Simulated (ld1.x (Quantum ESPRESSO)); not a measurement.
## Before and after: TM potential for iodine

* Element: I (Z = 53)
* Generator: ld1.x (Quantum ESPRESSO) 7.5
* Type: norm-conserving Troullier–Martins (Kleinman–Bylander form)
* Functional: PBE
* Relativity: fully relativistic
* Frozen core: [Kr] 4d10
* Valence charge: 7
* Reference configuration: 5s2 5p3 (charge +2)
* Partial waves: 5s (bound): rc 1.50 bohr; 5p (bound): rc 1.45 bohr
* Local potential: all-electron potential smoothed inside 1.45 bohr (lloc = -1)
* Core correction: none

Open shells are filled in proportion to 2j + 1 (rel_dist='average').

All-electron outer shells of the reference configuration (PBE, scalar-relativistic, ld1.x):

```csv
shell,level (eV),outermost node (bohr),outermost maximum (bohr)
5s,-36.00,0.88,1.68
5p,-24.48,0.96,1.92
```

Change: wave 5s (bound): rc 1.50 bohr becomes 5s (bound): rc 1.94 bohr.

Cutoffs: the cutoffs (Ry, on a coarse ladder) from which the occupation-weighted sum of valence levels, in a spherical-Bessel basis at the reference potential, stays within 10 and 1 mRy of its value at 400 Ry; they do not see the model core or the augmentation charge, which bear on the density cutoff. Errors are all-electron minus pseudo energies relative to the spin-unpolarised reference configuration.

Question: Predict the effect on cutoff, ghosts and configuration errors.

Answer: The potential gets neither clearly harder nor softer (90 Ry and 180 Ry → 80 Ry and 180 Ry); both files keep a bound ghost (d, p, s); of the 7 tests that both files solve, the error grows in 2 and shrinks in 0 by more than 15 % and 0.3 meV (median size 79.4 → 88.9 meV).

| quantity | base | changed |
| --- | --- | --- |
| cutoff, loose | 90 Ry | 80 Ry |
| cutoff, tight | 180 Ry | 180 Ry |
| loose cutoff by channel (10 mRy a level) | s 35 Ry, p 60 Ry | s 25 Ry, p 60 Ry |
| bound ghosts | s, d, p3/2 | s, d, p3/2 |
| error for 5s2 5p5, meV [ΔE -31.03 eV] | +86 | +89 |
| error for 5s2 5p4, meV [ΔE -19.88 eV] | +27 | +27 |
| error for 5s2 5p2, meV [ΔE 29.36 eV] | +33 | +34 |
| error for 5s1 5p6, meV [ΔE -20.66 eV] | +79 | +94 |
| error for 5s2 5p1, meV [ΔE 68.83 eV] | +108 | +112 |
| error for 5s1 5p5, meV [ΔE -8.94 eV] | +39 | +56 |
| error for 5s2 5p5.3, meV [ΔE -32.82 eV] | +106 | +109 |

 A true bound ghost makes a file unfit for plane-wave use even where its test errors are small: the radial tests pick states by their node count and pass the ghost by.
